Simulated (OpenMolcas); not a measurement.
A calculation on In+.

```json
{
 "Program": "OpenMolcas 26.06",
 "Method": "SS-CASPT2, IPEA 0.25 Eh, imaginary shift 0.1 Eh (closed shells correlated: 4d)",
 "Basis": "ANO-RCC-VQZP [8s7p5d3f2g]",
 "Scalar Hamiltonian": "DKH2, point nucleus",
 "Active space": "2 electrons in 4 orbitals (5s 5p)",
 "State averaging": "2S+1 = 3 even, 3 roots; 2S+1 = 1 even, 7 roots; 2S+1 = 3 odd, 3 roots; 2S+1 = 1 odd, 3 roots",
 "Spin-orbit coupling": "state interaction with AMFI integrals over the reference wave functions, term energies averaged over their components"
}
```

**Question.** Which level of the active space comes out lowest?

**Answer.** 5s2 1S0, with 100 % of that term; it is also the measured ground level.

**Question.** How high does 5p2 1D2 [65 %] lie?

**Answer.** 106020 cm-1 above the lowest level; measured 97628 cm-1 above the ground level, so the calculation is off by +9 %.

**Question.** How high does 5p2 3P0 lie?

**Answer.** 100970 cm-1 above the lowest level; measured 101608 cm-1 above the ground level, so the calculation is off by -1 %.

**Question.** How high does 5s 5p 3P* 0 lie?

**Answer.** 41340 cm-1 above the lowest level; measured 42276 cm-1 above the ground level, so the calculation is off by -2 %.

**Question.** The level at 103230 cm-1 has J = 2. What is it made of, and what is its g factor?

**Answer.** 65 % 5p2 3P2, 35 % 5p2 1D; g = 1.328, against 1.501 from Landé's formula for the pure leading term.

Measured values: NIST Handbook of Basic Atomic Spectroscopic Data.

CASPT2 breaks the degeneracy within a term, and the mean is taken; among the terms shown or strongly mixed into the levels shown the widest spread is 14 cm-1 (5p2 1D). Some levels mix across a computed gap that differs much from the measured one, so their mixing is not that of the real levels. The ¹D term of p² mixes with s d, which this space lacks. Measured partners are found by configuration, term and J. A level has none where our copy of the source lacks it or the pairing is in doubt (some pairs that miss far off the trend of their configuration count as doubtful), and it then counts in no deviation. Only configurations of the active space appear.

A share in square brackets marks a mixed level and gives the weight of the term that names it. * marks odd parity.
